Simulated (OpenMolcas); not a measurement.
## I+: from CASSCF to CASPT2

```yaml
Program: OpenMolcas
Basis: ANO-RCC-VTZP [7s6p4d2f1g]
Scalar_Hamiltonian: DKH2, point nucleus
Active_space: 4 electrons in 3 orbitals (5p)
State_averaging: 2S+1 = 3 even, 3 roots; 2S+1 = 1 even, 6 roots
Spin-orbit_coupling: state interaction with AMFI integrals over the reference wave functions, term energies averaged over their components
```

Methods on the same reference wave functions:
A. CASSCF
B. SS-CASPT2, IPEA 0.25 Eh, imaginary shift 0.1 Eh (closed shells correlated: 4d 5s)
C. XMS-CASPT2, IPEA 0.25 Eh, imaginary shift 0.1 Eh (closed shells correlated: 4d 5s)

Energies in cm⁻¹ above 5s² 5p⁴ ³P₂, the measured ground level; measured values from NIST Handbook of Basic Atomic Spectroscopic Data.

```
      Level      A      B      C  Measured
5s² 5p⁴ ³P₂    0.0    0.0    0.0       0.0
5s² 5p⁴ ³P₁   6181   6340   6350      7087
5s² 5p⁴ ³P₀   6537   6250   6210      6448
5s² 5p⁴ ¹D₂  15456  13550  13390     13727
5s² 5p⁴ ¹S₀  33095  29260  28890     29501
```

Deviations, from unrounded energies. A percentage is the sum of absolute deviations over the sum of measured energies, with the sign that they share, or ± where signs differ.

```tsv
Against measurement	Levels	A	B	C
mean absolute deviation (cm-1)	4	1600	340	480
fine structure of the ground term (%)	2	±7.4	-7.0	-7.2
other terms of the ground configuration (%)	2	+12.3	-1.0	-2.2
```

B lies closest to measurement on these levels and A furthest from it. The largest miss of B in the table is 5s² 5p⁴ ³P₁, by -750 cm-1. The ranking rests on the paired levels alone, and a cruder setting can come out closer through cancelling errors.

Between B and C the level of the table that moves most is 5s² 5p⁴ ¹S₀, by 380 cm-1 (lowest in C, highest in B). Moves below CASPT2's spread within the term are not significant.

The mean deviations of B to C differ by less than CASPT2's widest spread within a term (1300 cm-1), so their order carries little weight.

From A to B the spin-free energies of the other terms of 5s² 5p⁴ shown, above ³P, scale by factors of 0.80 to 0.84.

The lowest spin-free term lies below A's lowest term by 0.556 hartree in B, 0.560 hartree in C.

Term energies are means over components that CASPT2 splits; among the terms shown or strongly mixed into the levels shown the widest spread is 1300 cm-1 (5s² 5p⁴ ¹D, C). With the s shell closed, the reference lacks s² → p² mixing. Measured partners are found by configuration, term and J. A level has none where our copy of the source lacks it or the pairing is in doubt (some pairs that miss far off the trend of their configuration count as doubtful), and it then counts in no deviation. Only configurations of the active space appear.
